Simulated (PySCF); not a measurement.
**Working out the excitation energy of Li**

Li [He] 2s1 (2S) → Li [He] 2p1 (2P). Computed with PySCF 2.14 in aug-cc-pCVTZ-DK (7s6p4d2f, 59 functions), with the spin-free X2C one-electron Hamiltonian (Gaussian nucleus). Frozen: nothing. Energies in hartree (1 hartree = 27.21139 eV):

```
             part  Li (lower)  Li (upper)
              UHF   -7.433380   -7.365670
MP2 opposite-spin   -0.036753   -0.036426
    MP2 same-spin   -0.000449   -0.000483
```

Task: What does Hartree-Fock give?

Result: (-7.365670) − (-7.433380) = 0.067710 hartree = 1.842 eV.

Task: What do MP2 and SCS-MP2 (6/5 opposite-spin, 1/3 same-spin) give?

Result: The opposite-spin parts differ by 0.009 eV and the same-spin parts by -0.001 eV. MP2: 1.842 + (0.009) + (-0.001) = 1.850 eV. SCS-MP2: 1.842 + 1.2 × (0.009) + (-0.001)/3 = 1.852 eV.

Measured between the centres of the two terms (NIST): 1.848 eV, so MP2 (valence and next inner shell) is off by 0.002 eV.

What remains against the reference includes basis incompleteness and correlation beyond second order.
